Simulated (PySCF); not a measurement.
Simulation results for ClH$_{3}$NOSi, F$_{2}$H$_{2}$NSi, FH$_{3}$NOSi, BH$_{3}$NOSi and others

Computed with PySCF 2.14.0. Calculation on a computer-drawn molecule: the log of a Hartree-Fock and frozen-core CCSD(T) single point meant for a local Hartree-Fock minimum, with one planted fault or none, to be diagnosed. Offsets are logged minus clean, where the clean run is the same molecule without the fault. The reference is restricted for singlets and unrestricted otherwise, and also for a bond in bohr or an excited solution. Adding or removing an electron swaps singlet and doublet. The excited solution moves the top pair (singlet) or top alpha electron (doublet) to the lowest empty orbital. Highest occupied and lowest empty are orbital energies over both spins, largest force is the largest gradient component, triples share is (T) over the correlation energy, the T1 limit is 0.02 restricted and 0.045 unrestricted, electrons count all cores, a negative frequency is imaginary (commonest isotopes), and the dipole is about the centre of nuclear charge.

Common to all runs: logged SCF converged yes; possible faults no fault, one electron removed, one electron added, multiplicity raised by two, geometry at a saddle point, SCF held on an excited solution, minimal basis STO-3G, one bond length entered in bohr, all coordinates scaled.

(1) ClH$_{3}$NOSi

Logged structure:
```xyz
7
ClH3NOSi
N     -1.4312     0.0565    -0.5354
Si    -0.4408     1.1989    -0.6615
O      0.7172     1.3596     0.2088
Cl    -0.6680     2.4628    -1.9545
H     -2.1750    -0.0367    -1.1033
H     -1.3743    -0.6272     0.1070
H      1.0322     0.8880     0.8922
```

| Item | Value |
| --- | --- |
| meant charge | 1 |
| meant multiplicity | 1 |
| meant basis | cc-pV(D+d)Z |
| logged electrons | 48 |
| logged basis functions | 89 |
| logged spin squared | 0 |
| logged highest occupied | -18.661 eV |
| logged lowest empty | -1.7182 eV |
| logged largest force | 0.072919 hartree/bohr |
| logged T1 diagnostic | 0.010068 |
| logged D1 diagnostic | 0.034592 |
| logged triples share | 0.02215 |
| logged CC converged | yes |
| logged dipole magnitude | 4.2499 debye |
| logged SCF stable within its kind | yes |
| logged energy HF | -879.32483 hartree |
| logged energy CCSD(T) | -879.92518 hartree |
| planted fault | all coordinates scaled, by -6.6 % |
| HF energy offset from clean run | 30.74 kcal/mol |
| CCSD(T) energy offset from clean run | 39.81 kcal/mol |

Drawn bonds:
| atom | other atom | order |
| --- | --- | --- |
| 1 | 2 | 1 |
| 2 | 3 | 1 |
| 2 | 4 | 1 |
| 1 | 5 | 1 |
| 1 | 6 | 1 |
| 3 | 7 | 1 |

(2) F$_{2}$H$_{2}$NSi

Logged structure:
```xyz
6
F2H2NSi
N      1.1868    -0.4264     0.0026
Si     1.4551    -2.1764     0.2992
F      2.6018    -2.3952    -0.9060
F      2.5979    -2.0997     1.5435
H      0.4457    -0.0277     0.5482
H      2.0009     0.1593     0.0896
```

| Item | Value |
| --- | --- |
| meant charge | -1 |
| meant multiplicity | 1 |
| meant basis | aug-cc-pV(D+d)Z |
| logged electrons | 42 |
| logged basis functions | 119 |
| logged spin squared | 2.0035 |
| logged highest occupied | 0.74694 eV |
| logged lowest empty | 2.8158 eV |
| logged largest force | 0.085517 hartree/bohr |
| logged T1 diagnostic | 0.032225 |
| logged D1 diagnostic | 0.19481 |
| logged triples share | 0.028475 |
| logged CC converged | yes |
| logged dipole magnitude | 11.632 debye |
| logged SCF stable within its kind | yes |
| logged energy HF | -543.5262 hartree |
| logged energy CCSD(T) | -544.24666 hartree |
| planted fault | multiplicity raised by two |
| HF energy offset from clean run | 55.03 kcal/mol |
| CCSD(T) energy offset from clean run | 71.19 kcal/mol |

Drawn bonds:
| atom | other atom | order |
| --- | --- | --- |
| 1 | 2 | 1 |
| 2 | 3 | 1 |
| 2 | 4 | 1 |
| 1 | 5 | 1 |
| 1 | 6 | 1 |

Notes: highest electron not bound in this basis.

(3) FH$_{3}$NOSi

Logged structure:
```xyz
7
FH3NOSi
N     -0.9251     0.3895     0.3449
Si    -2.3025     1.5222     0.6433
O     -3.5948     0.8752    -0.3218
F     -2.8046     0.7480     2.0668
H     -0.3757     0.6326    -0.4589
H     -1.1594    -0.5884     0.2810
H     -3.8962     0.0450     0.0141
```

| Item | Value |
| --- | --- |
| meant charge | -1 |
| meant multiplicity | 1 |
| meant basis | aug-cc-pV(D+d)Z |
| logged electrons | 42 |
| logged basis functions | 128 |
| logged spin squared | 0 |
| logged highest occupied | -2.4691 eV |
| logged lowest empty | 4.0346 eV |
| logged largest force | 2.624e-05 hartree/bohr |
| logged lowest frequency | 123.92 cm⁻¹ |
| logged T1 diagnostic | 0.016822 |
| logged D1 diagnostic | 0.046347 |
| logged triples share | 0.02992 |
| logged CC converged | yes |
| logged dipole magnitude | 3.9195 debye |
| logged SCF stable within its kind | yes |
| logged energy HF | -519.58969 hartree |
| logged energy CCSD(T) | -520.34182 hartree |
| planted fault | no fault |
| HF energy offset from clean run | 0 kcal/mol |
| CCSD(T) energy offset from clean run | 0 kcal/mol |

Drawn bonds:
| atom | other atom | order |
| --- | --- | --- |
| 1 | 2 | 1 |
| 2 | 3 | 1 |
| 2 | 4 | 1 |
| 1 | 5 | 1 |
| 1 | 6 | 1 |
| 3 | 7 | 1 |

(4) BH$_{3}$NOSi

Logged structure:
```xyz
7
BH3NOSi
N     -0.5758     2.0576     1.3531
Si    -0.3971     0.4546     1.5670
B      0.4748    -0.5907     0.1124
O      0.9899    -1.1936    -0.7519
H     -0.2751     2.5617     0.5328
H     -1.3873     3.2035     2.6431
H     -0.8795    -0.1422     2.8045
```

| Item | Value |
| --- | --- |
| meant charge | 1 |
| meant multiplicity | 1 |
| meant basis | cc-pV(D+d)Z |
| logged electrons | 36 |
| logged basis functions | 80 |
| logged spin squared | 0.6679 |
| logged highest occupied | -18.052 eV |
| logged lowest empty | -5.571 eV |
| logged largest force | 0.027165 hartree/bohr |
| logged T1 diagnostic | 0.06877 |
| logged D1 diagnostic | 0.32098 |
| logged triples share | 0.040083 |
| logged CC converged | yes |
| logged dipole magnitude | 6.9315 debye |
| logged SCF stable within its kind | yes |
| logged energy HF | -444.32174 hartree |
| logged energy CCSD(T) | -444.88302 hartree |
| planted fault | one bond length entered in bohr, row 5 of the drawn bonds |
| HF energy offset from clean run | 97.66 kcal/mol |
| CCSD(T) energy offset from clean run | 93.18 kcal/mol |

Drawn bonds:
| atom | other atom | order |
| --- | --- | --- |
| 1 | 2 | 1 |
| 2 | 3 | 1 |
| 3 | 4 | 2 |
| 1 | 5 | 1 |
| 1 | 6 | 1 |
| 2 | 7 | 1 |

Notes: T1 above single-reference limit.

(5) BFH$_{4}$NSi

Logged structure:
```xyz
8
BFH4NSi
N     -3.1178    -1.1163    -0.8274
Si    -2.2936     0.2969    -0.8962
B     -1.3357     1.0181     0.8052
F     -0.7213     2.1522     0.6445
H     -3.6034    -1.5218    -1.6116
H     -3.2005    -1.6837     0.0004
H     -2.3171     0.9380    -2.2107
H     -1.3625     0.4218     1.8315
```

| Item | Value |
| --- | --- |
| meant charge | 1 |
| meant multiplicity | 1 |
| meant basis | cc-pV(D+d)Z |
| logged electrons | 38 |
| logged basis functions | 85 |
| logged spin squared | 0 |
| logged highest occupied | -12.439 eV |
| logged lowest empty | -10.682 eV |
| logged largest force | 0.082603 hartree/bohr |
| logged CC converged | no |
| logged dipole magnitude | 2.7444 debye |
| logged SCF stable within its kind | no |
| logged energy HF | -469.24122 hartree |
| planted fault | SCF held on an excited solution |
| HF energy offset from clean run | 253.9 kcal/mol |

Drawn bonds:
| atom | other atom | order |
| --- | --- | --- |
| 1 | 2 | 1 |
| 2 | 3 | 1 |
| 3 | 4 | 1 |
| 1 | 5 | 1 |
| 1 | 6 | 1 |
| 2 | 7 | 1 |
| 3 | 8 | 1 |

Notes: CCSD not converged.

(6) ClH$_{3}$NSi

Logged structure:
```xyz
6
ClH3NSi
N     -0.0728     2.0362    -0.2921
Si    -0.6353     2.1657    -1.8113
Cl    -2.4937     2.7022    -2.1279
H     -0.6184     2.2154     0.5360
H      0.8751     1.7640    -0.0824
H      0.2450     1.8818    -2.9297
```

| Quantity | Value |
| --- | --- |
| meant charge | 1 |
| meant multiplicity | 1 |
| meant basis | cc-pV(D+d)Z |
| logged electrons | 40 |
| logged basis functions | 75 |
| logged spin squared | 0 |
| logged highest occupied | -18.331 eV |
| logged lowest empty | -4.0689 eV |
| logged largest force | 2.394e-05 hartree/bohr |
| logged lowest frequency | 256.73 cm⁻¹ |
| logged T1 diagnostic | 0.014093 |
| logged D1 diagnostic | 0.050515 |
| logged triples share | 0.0265 |
| logged CC converged | yes |
| logged dipole magnitude | 4.023 debye |
| logged SCF stable within its kind | yes |
| logged energy HF | -804.44693 hartree |
| logged energy CCSD(T) | -804.88003 hartree |
| planted fault | no fault |
| HF energy offset from clean run | 0 kcal/mol |
| CCSD(T) energy offset from clean run | 0 kcal/mol |

Drawn bonds:
| atom | other atom | order |
| --- | --- | --- |
| 1 | 2 | 1 |
| 2 | 3 | 1 |
| 1 | 4 | 1 |
| 1 | 5 | 1 |
| 2 | 6 | 1 |

(7) CH$_{7}$NSi$_{2}$

Logged structure:
```xyz
11
CH7NSi2
N      0.9918    -1.9870     1.4765
Si     0.6582    -1.9488    -0.2155
C      1.4880    -0.5745    -1.1539
Si     2.5251     0.6055    -0.5164
H      0.6095    -1.2862     2.0829
H      1.8912    -2.2825     1.8061
H     -0.8118    -1.8283    -0.3731
H      1.0881    -3.2540    -0.7741
H      1.2909    -0.5175    -2.2241
H      2.9007     0.6815     0.9044
H      3.1477     1.6674    -1.3254
```

| Property | Result |
| --- | --- |
| meant charge | 0 |
| meant multiplicity | 1 |
| meant basis | cc-pV(D+d)Z |
| logged electrons | 48 |
| logged basis functions | 109 |
| logged spin squared | 2.0265 |
| logged highest occupied | -6.1071 eV |
| logged lowest empty | 0.43329 eV |
| logged largest force | 0.089533 hartree/bohr |
| logged T1 diagnostic | 0.012393 |
| logged D1 diagnostic | 0.040654 |
| logged triples share | 0.02513 |
| logged CC converged | yes |
| logged dipole magnitude | 0.26706 debye |
| logged SCF stable within its kind | yes |
| logged energy HF | -674.1744 hartree |
| logged energy CCSD(T) | -674.71969 hartree |
| planted fault | multiplicity raised by two |
| HF energy offset from clean run | 44.4 kcal/mol |
| CCSD(T) energy offset from clean run | 67.61 kcal/mol |

Drawn bonds:
| atom | other atom | order |
| --- | --- | --- |
| 1 | 2 | 1 |
| 2 | 3 | 1 |
| 3 | 4 | 2 |
| 1 | 5 | 1 |
| 1 | 6 | 1 |
| 2 | 7 | 1 |
| 2 | 8 | 1 |
| 3 | 9 | 1 |
| 4 | 10 | 1 |
| 4 | 11 | 1 |

(8) CH$_{9}$NSi$_{2}$

Logged structure:
```xyz
13
CH9NSi2
N     -1.9112     1.3887    -3.4270
Si    -0.7698     0.7591    -2.2985
C     -1.2538     0.8893    -0.4794
Si    -0.0382     0.2161     0.7926
H     -2.7813     0.9088    -3.5654
H     -2.0571     2.3800    -3.4769
H     -0.5754    -0.6732    -2.6250
H      0.4968     1.5027    -2.4955
H     -1.4366     1.9456    -0.2433
H     -2.2106     0.3704    -0.3369
H     -0.5680     0.3951     2.1666
H      1.2622     0.9240     0.7016
H      0.2024    -1.2312     0.5737
```

| Quantity | Value |
| --- | --- |
| meant charge | 0 |
| meant multiplicity | 1 |
| meant basis | cc-pV(D+d)Z |
| logged electrons | 49 |
| logged basis functions | 119 |
| logged spin squared | 0.7657 |
| logged highest occupied | -16.041 eV |
| logged lowest empty | -6.3967 eV |
| logged largest force | 0.083577 hartree/bohr |
| logged T1 diagnostic | 0.036297 |
| logged D1 diagnostic | 0.24557 |
| logged triples share | 0.027438 |
| logged CC converged | yes |
| logged dipole magnitude | 9.2418 debye |
| logged SCF stable within its kind | yes |
| logged energy HF | -675.15929 hartree |
| logged energy CCSD(T) | -675.73446 hartree |
| planted fault | one electron removed |
| HF energy offset from clean run | 194.1 kcal/mol |
| CCSD(T) energy offset from clean run | 213.5 kcal/mol |

Drawn bonds:
| atom | other atom | order |
| --- | --- | --- |
| 1 | 2 | 1 |
| 2 | 3 | 1 |
| 3 | 4 | 1 |
| 1 | 5 | 1 |
| 1 | 6 | 1 |
| 2 | 7 | 1 |
| 2 | 8 | 1 |
| 3 | 9 | 1 |
| 3 | 10 | 1 |
| 4 | 11 | 1 |
| 4 | 12 | 1 |
| 4 | 13 | 1 |

(9) H$_{8}$N$_{2}$Si$_{2}$

Logged structure:
```xyz
12
H8N2Si2
N     -2.5236     0.4595    -0.2226
Si    -1.1801     0.8016    -1.2342
N     -0.5744    -0.6986    -1.8366
Si    -1.4565    -2.1223    -2.2888
H     -3.2637     1.1299    -0.1365
H     -2.4056    -0.0506     0.6328
H     -0.0254     1.4768    -0.5893
H     -1.7117     1.7115    -2.2755
H      0.4220    -0.7540    -1.9522
H     -2.6925    -1.7643    -3.0184
H     -1.8396    -2.9629    -1.1290
H     -0.5836    -2.9356    -3.1686
```

| Property | Result |
| --- | --- |
| meant charge | 0 |
| meant multiplicity | 1 |
| meant basis | cc-pV(D+d)Z |
| logged electrons | 51 |
| logged basis functions | 114 |
| logged spin squared | 0.757 |
| logged highest occupied | 3.4738 eV |
| logged lowest empty | 8.3747 eV |
| logged largest force | 0.039269 hartree/bohr |
| logged T1 diagnostic | 0.024431 |
| logged D1 diagnostic | 0.1583 |
| logged triples share | 0.027728 |
| logged CC converged | yes |
| logged dipole magnitude | 6.7449 debye |
| logged SCF stable within its kind | yes |
| logged energy HF | -691.37101 hartree |
| logged energy CCSD(T) | -692.01834 hartree |
| planted fault | one electron added |
| HF energy offset from clean run | 89.9 kcal/mol |
| CCSD(T) energy offset from clean run | 71.8 kcal/mol |

Drawn bonds:
| atom | other atom | order |
| --- | --- | --- |
| 1 | 2 | 1 |
| 2 | 3 | 1 |
| 3 | 4 | 1 |
| 1 | 5 | 1 |
| 1 | 6 | 1 |
| 2 | 7 | 1 |
| 2 | 8 | 1 |
| 3 | 9 | 1 |
| 4 | 10 | 1 |
| 4 | 11 | 1 |
| 4 | 12 | 1 |

Notes: highest electron not bound in this basis.

(10) H$_{6}$NSi$_{2}$

Logged structure:
```xyz
9
H6NSi2
N     -0.2695     0.7215    -1.1583
Si    -0.8273     0.0712     0.3434
Si    -2.7531    -1.2947     0.1619
H      0.0020     0.0899    -1.8895
H     -0.7691     1.4976    -1.5525
H      0.2423    -0.7670     0.9330
H     -1.0997     1.2213     1.2380
H     -3.1636    -1.9624     1.4237
H     -3.9318    -0.6091    -0.4304
```

| Property | Result |
| --- | --- |
| meant charge | 0 |
| meant multiplicity | 2 |
| meant basis | cc-pV(D+d)Z |
| logged electrons | 42 |
| logged basis functions | 90 |
| logged spin squared | 0 |
| logged highest occupied | -0.49549 eV |
| logged lowest empty | 8.2471 eV |
| logged largest force | 0.045504 hartree/bohr |
| logged T1 diagnostic | 0.012431 |
| logged D1 diagnostic | 0.033711 |
| logged triples share | 0.026076 |
| logged CC converged | yes |
| logged dipole magnitude | 5.8306 debye |
| logged SCF stable within its kind | yes |
| logged energy HF | -635.78302 hartree |
| logged energy CCSD(T) | -636.23459 hartree |
| planted fault | one electron added |
| HF energy offset from clean run | 10.24 kcal/mol |
| CCSD(T) energy offset from clean run | -8.958 kcal/mol |

Drawn bonds:
| atom | other atom | order |
| --- | --- | --- |
| 1 | 2 | 1 |
| 2 | 3 | 1 |
| 1 | 4 | 1 |
| 1 | 5 | 1 |
| 2 | 6 | 1 |
| 2 | 7 | 1 |
| 3 | 8 | 1 |
| 3 | 9 | 1 |
